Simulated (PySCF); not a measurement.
# Vertical excitation energies

C₄H₁₀As₂S.
Structure used (PBE0-D3(BJ)/def2-SVP), in Å, numbered top down from 1:
```xyz
17
C4H10As2S angstrom
C      1.386   -1.382    0.548
C      1.063   -0.543   -0.651
S      1.812   -0.755   -2.084
C      0.027    0.524   -0.476
As     0.935    2.073    0.461
C     -1.208    0.129    0.326
As    -2.159   -1.408   -0.513
H      1.505   -0.760    1.451
H      0.550   -2.076    0.745
H      2.292   -1.973    0.376
H     -0.255    0.897   -1.469
H      1.792    2.448   -0.741
H     -0.160    3.064    0.072
H     -0.946   -0.177    1.352
H     -1.893    0.984    0.409
H     -3.471   -1.169    0.229
H     -2.628   -0.617   -1.729
```

Level of theory: PySCF 2.14.0, density-fitted response routines, TDDFT wB97X-D/def2-SVPD, vertical, gas phase, core orbitals frozen in the response. The wB97X-D/def2-SVPD calculation is non-relativistic and has no spin–orbit coupling, an omission that weighs most on arsenic.

```csv
state,E (eV),E (kJ/mol),λ (nm),f,"main configurations (H = HOMO, L = LUMO)"
S1,2.48,240,499.4,0.0005,H→L (96%)
S2,4.60,444,269.3,0.110,H-1→L (89%)
S3,5.24,506,236.5,0.022,H-2→L (89%)
S4,5.70,550,217.6,0.145,H-3→L (90%)
S5,5.85,564,212.1,0.048,H→L+1 (83%)
S6,6.22,600,199.5,0.011,"H-1→L+1 (42%), H-4→L (19%), H-5→L (12%)"
S7,6.37,614,194.8,0.034,"H-1→L+1 (33%), H-5→L (24%), H-6→L (12%)"
S8,6.45,623,192.1,0.129,"H-2→L+1 (33%), H-1→L+2 (25%), H→L+2 (15%)"
S9,6.54,631,189.5,0.019,"H-4→L (59%), H-5→L (16%)"
S10,6.62,638,187.4,0.017,"H→L+2 (49%), H-2→L+1 (16%)"
```

Triplets (Tamm–Dancoff): T1 2.08 eV, H→L (95%); T2 3.09 eV, H-1→L (46%), H-3→L (32%), H-2→L (11%); T3 4.61 eV, H-3→L (41%), H-1→L (34%); T4 5.03 eV, H-2→L (67%), H-1→L (10%).

The lowest singlet lies at 2.48 eV (499 nm, visible) and is very weak; its leading configuration is HOMO→LUMO (96%). The strongest level in the table is S4 at 5.70 eV (218 nm, f = 0.145). S1 has the pattern of n→π* at C=S. Weighted by f, the mean energy of these states is 5.76 eV. The oscillator strengths of these states sum to 0.533; summed over the whole spectrum of an exact calculation they would give the number of electrons, 116 (Thomas–Reiche–Kuhn). Orbital energies (eV): HOMO-3 -10.18, HOMO-2 -9.51, HOMO-1 -9.03, HOMO -8.24, LUMO -0.54, LUMO+1 1.30, LUMO+2 1.77. S1 lies in the visible range (380 to 750 nm), at 499 nm, f = 0.0005; light of that wavelength is blue-green to green, and its complementary colour is red to purple; a Tamm–Dancoff triplet lies at 597 nm, without intensity as long as spin–orbit coupling is left out. The vertical ionisation energy (ΔSCF) is 8.33 eV, 1.71 eV above S10. Only the lowest 10 singlets were computed, as vertical energies without vibronic structure.

One conformer stands for the species.
